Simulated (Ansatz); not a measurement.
Consider the ligand exchange at the Al–C bond: `N#[C][Al]([Cl])[Cl]` + CH₃NH₂ → `C[NH][Al]([Cl])[Cl]` + `C#N`.

Isolated molecules relaxed with PBE0-D4/def2-TZVP in Ansatz; ΔE leaves out vibrations. CCSD(T)/CBS is the MP2 limit (def2-TZVPP, def2-QZVPP) plus CCSD(T) − MP2 in def2-TZVPP, frozen cores. This one scheme is used for every species. Functionals use def2-TZVPP. HSE06 is defined as in plane-wave codes. Each species was taken in one conformer, which may not be the lowest.

CCSD(T)/CBS gives -9.0 kcal/mol.

Q: Another level gave -7.9 kcal/mol. Which?
A. HSE06/def2-TZVPP
B. revPBE/def2-TZVPP
C. LDA (SPW92)/def2-TZVPP
D. BHLYP-D4/def2-TZVPP

A: A. HSE06 -7.9, BHLYP-D4 -9.4, LDA (SPW92) -10.7, revPBE -6.6 kcal/mol.

Largest T1 diagnostic among the species: 0.014.

The D4 term adds −1.2 kcal/mol with B3LYP and −0.7 kcal/mol with PBE0; it sums over pairs of atoms, weighted by their polarisabilities, and B3LYP, whose exchange is more repulsive, gets the larger term. In def2-TZVPP, CCSD(T) changes the Hartree–Fock value by −1.3 kcal/mol (the triples alone add +0.0 kcal/mol) and MP2 by −1.7 kcal/mol. Leaving LDA and LC-ωPBE aside and taking each functional with its dispersion term where it has one, the values, not all of them listed here, spread over 2.0 kcal/mol, from CAM-B3LYP-D4 to B97M-V. LDA lies −2.9 kcal/mol from PBE without D4.

B3LYP here is the variant with VWN-RPA as its local correlation; programs differ in this.
